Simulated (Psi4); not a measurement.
Ru (SMILES [Ru]), quintet (core potentials on Ru); PBE0/def2-SVP (Psi4 1.11).

Psi4 was given this input:
```
memory 2 GB

molecule mol {
0 5
  Ru    0.000000    0.000000    0.000000
}

set basis def2-svp
set reference uks

energy('pbe0')
print_variables()
```

What the program printed (banner, timings and long lists left out):

```
   => Loading Basis Set <=

    Name: DEF2-SVP
    Role: ORBITAL
    Keyword: BASIS

    !!!  WARNING: ECP capability is in beta. Please check occupations closely.  !!!

         ---------------------------------------------------------
                                   SCF
               by Justin Turney, Rob Parrish, Andy Simmonett
                          and Daniel G. A. Smith
                              UKS Reference
         ---------------------------------------------------------

  ==> Geometry <==

    Molecular point group: d2h
    Geometry (in Angstrom), charge = 0, multiplicity = 5:

       Center              X                  Y                   Z               Mass
    ------------   -----------------  -----------------  -----------------  -----------------
         RU           0.000000000000     0.000000000000     0.000000000000   101.904344100000

  Running in d2h symmetry.

  Rotational constants: A = ************  B = ************  C = ************ [cm^-1]
  Rotational constants: A = ************  B = ************  C = ************ [MHz]
  Nuclear repulsion =    0.000000000000000

  Charge       = 0
  Multiplicity = 5
  Electrons    = 16
  Nalpha       = 10
  Nbeta        = 6

  ==> Algorithm <==

  SCF Algorithm Type is DF.
  DIIS enabled.
  MOM disabled.
  Fractional occupation disabled.
  Guess Type is CORE.
  Energy threshold   = 1.00e-06
  Density threshold  = 1.00e-06
  Integral threshold = 1.00e-12

  ==> Primary Basis <==

  Basis Set: DEF2-SVP
    Blend: DEF2-SVP
    Number of shells: 11
    Number of basis functions: 31
    Number of Cartesian functions: 36
    Spherical Harmonics?: true
    Max angular momentum: 3

  Core potential: DEF2-SVP
    Number of shells: 4
    Number of ECP primitives: 14
    Number of ECP core electrons: 28
    Max angular momentum: 3

  ==> DFT Potential <==

   => LibXC <=

    Version 7.1.2
    S. Lehtola, C. Steigemann, M. J. T. Oliveira, and M. A. L. Marques,  SoftwareX 7, 1–5 (2018) (10.1016/j.softx.2017.11.002)

   => Composite Functional: PBE0 <=

    PBE0 Hyb-GGA Exchange-Correlation Functional

    C. Adamo and V. Barone,  J. Chem. Phys. 110, 6158 (1999) (10.1063/1.478522)
    M. Ernzerhof and G. E. Scuseria,  J. Chem. Phys. 110, 5029 (1999) (10.1063/1.478401)

    Deriv               =              1
    GGA                 =           TRUE
    Meta                =          FALSE

    Exchange Hybrid     =           TRUE
    MP2 Hybrid          =          FALSE

[...]
   @S   Observed:                2.000000000E+00

    Orbital Energies [Eh]
    ---------------------

    Alpha Occupied:

[...]
       4Ag    -0.195105

    Alpha Virtual:

[...]
    Beta Occupied:

[...]
    Beta Virtual:

[...]
       9Ag    45.417595

    Final Occupation by Irrep:
             Ag   B1g   B2g   B3g    Au   B1u   B2u   B3u
    DOCC [     2,    0,    1,    0,    0,    1,    1,    1 ]
    SOCC [     2,    1,    0,    1,    0,    0,    0,    0 ]
    NA   [     4,    1,    1,    1,    0,    1,    1,    1 ]
    NB   [     2,    0,    1,    0,    0,    1,    1,    1 ]

  @DF-UKS Final Energy:   -94.77044371961256

   => Energetics <=

    Nuclear Repulsion Energy =              0.0000000000000000
    One-Electron Energy =                -165.0480674321843537
    Two-Electron Energy =                  78.0568481794905438
    DFT Exchange-Correlation Energy =      -7.7792244669187536
    Empirical Dispersion Energy =           0.0000000000000000
    VV10 Nonlocal Energy =                  0.0000000000000000
    Total Energy =                        -94.7704437196125582

  UHF NO Occupations:
  HONO-2 :    1B3g 1.0000000
  HONO-1 :    1B1g 1.0000000
  HONO-0 :    4 Ag 1.0000000
  LUNO+0 :    2B2u 0.0001166
  LUNO+1 :    2B3u 0.0001166
  LUNO+2 :    2B1u 0.0001166
  LUNO+3 :    2B2g 0.0000199

Computation Completed

Properties will be evaluated at   0.000000,   0.000000,   0.000000 [a0]

Properties computed using the SCF density matrix

 Multipole Moments:

 ------------------------------------------------------------------------------------
     Multipole            Electronic (a.u.)      Nuclear  (a.u.)        Total (a.u.)
 ------------------------------------------------------------------------------------

 L = 1.  Multiply by 2.5417464519 to convert [e a0] to [Debye]
 Dipole X            :          0.0000000            0.0000000            0.0000000
 Dipole Y            :          0.0000000            0.0000000            0.0000000
 Dipole Z            :          0.0000000            0.0000000            0.0000000
 Magnitude           :                                                    0.0000000

 ------------------------------------------------------------------------------------

  Variable Map:
  ----------------------------------------------------------------------------
[...]
  Array Variable Map:
  ----------------------------------------------------------------------------
[...]
[...]
```
